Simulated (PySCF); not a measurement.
**How the method changes the constants of SbO**

State: ²Π (doublet), unpaired electrons π ↑. Set-up: basis Sb def2-TZVPP with ECP28, O def2-TZVPP; scalar-relativistic core potentials; PySCF 2.14. De refers to Sb + O in their high-spin ground configurations, without counterpoise correction. The functionals are run spin-unrestricted. A positive dipole means Sb(−)O(+).

```json
{"Level": "UHF", "Re (Å)": "1.766", "ωe (cm⁻¹)": "998", "De (eV)": "0.195", "μ (D)": "-4.26"}
{"Level": "UHF-MP2", "Re (Å)": "1.836", "ωe (cm⁻¹)": "809", "De (eV)": "4.27", "μ (D)": "n/a"}
{"Level": "UHF-SCS-MP2", "Re (Å)": "1.832", "ωe (cm⁻¹)": "818", "De (eV)": "4.10", "μ (D)": "n/a"}
{"Level": "UHF-CCSD", "Re (Å)": "1.807", "ωe (cm⁻¹)": "884", "De (eV)": "3.37", "μ (D)": "n/a"}
{"Level": "UHF-CCSD(T)", "Re (Å)": "1.829", "ωe (cm⁻¹)": "819", "De (eV)": "3.85", "μ (D)": "n/a"}
{"Level": "PBE", "Re (Å)": "1.837", "ωe (cm⁻¹)": "815", "De (eV)": "4.78", "μ (D)": "-3.25"}
{"Level": "PBEsol", "Re (Å)": "1.826", "ωe (cm⁻¹)": "833", "De (eV)": "5.09", "μ (D)": "-3.21"}
{"Level": "PW91", "Re (Å)": "1.836", "ωe (cm⁻¹)": "816", "De (eV)": "4.80", "μ (D)": "-3.27"}
{"Level": "TPSS", "Re (Å)": "1.832", "ωe (cm⁻¹)": "828", "De (eV)": "4.37", "μ (D)": "-3.26"}
{"Level": "r²SCAN", "Re (Å)": "1.817", "ωe (cm⁻¹)": "858", "De (eV)": "4.16", "μ (D)": "-3.33"}
{"Level": "PBE0", "Re (Å)": "1.805", "ωe (cm⁻¹)": "881", "De (eV)": "3.90", "μ (D)": "-3.53"}
{"Level": "M06", "Re (Å)": "1.812", "ωe (cm⁻¹)": "877", "De (eV)": "4.57", "μ (D)": "-3.70"}
{"Level": "ωB97X-V", "Re (Å)": "1.797", "ωe (cm⁻¹)": "918", "De (eV)": "4.22", "μ (D)": "-3.68"}
```

The bond length runs from 1.766 Å (UHF) to 1.837 Å (PBE). De spans 0.20 eV (UHF, mean field) to 5.09 eV (PBEsol, GGA). Correlation at CCSD(T) changes the Hartree–Fock bond energy by +3.65 eV; the triples alone change it by +0.48 eV.

Correlated steps freeze 5 core orbitals. These are scalar-relativistic numbers at best; spin–orbit coupling would shift them, the dissociation energy most. The state was picked by a PBE0 search and need not be the measured ground state.

The whole job (state search and all levels along the bond) took about 17 min on 1 thread of Arm Neoverse V2 (shared host), peak memory 2.1 GiB.
